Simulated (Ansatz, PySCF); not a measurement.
Species: RbO (charge 0, doublet). 
Geometry from a B3LYP-D3(BJ)/def2-TZVP (Ansatz, a first-principles code) optimisation:
SMILES: [O][Rb]
```xyz
2

Rb     0.0000     0.0000    -0.4183
O      0.0000     0.0000     1.9348
```
Charge 0, spin multiplicity 2.

Dipole moments at this geometry, in debye (magnitudes).

```
level                 program  dipole (D)
--------------------  -------  ----------
HF/def2-TZVPD           PySCF        9.43
PBE/def2-TZVPD         Ansatz        8.98
BLYP/def2-TZVPD        Ansatz        9.00
TPSS/def2-TZVPD         PySCF        8.21
M06-L/def2-TZVPD        PySCF        8.70
B3LYP/def2-TZVPD       Ansatz        9.14
BHLYP/def2-TZVPD       Ansatz        9.28
r2SCANh/def2-TZVPD     Ansatz        9.18
M06-2X/def2-TZVPD       PySCF        9.19
HSE06/def2-TZVPD       Ansatz           …
CAM-B3LYP/def2-TZVPD    PySCF        9.21
LC-wPBE/def2-TZVPD     Ansatz        9.26
wB97X-V/def2-TZVPD     Ansatz        9.26
CCSD(T)/def2-SVPD      Ansatz           …
```

What belongs in the gaps?


- HSE06/def2-TZVPD, dipole (D): 9.13
- CCSD(T)/def2-SVPD, dipole (D): 9.42
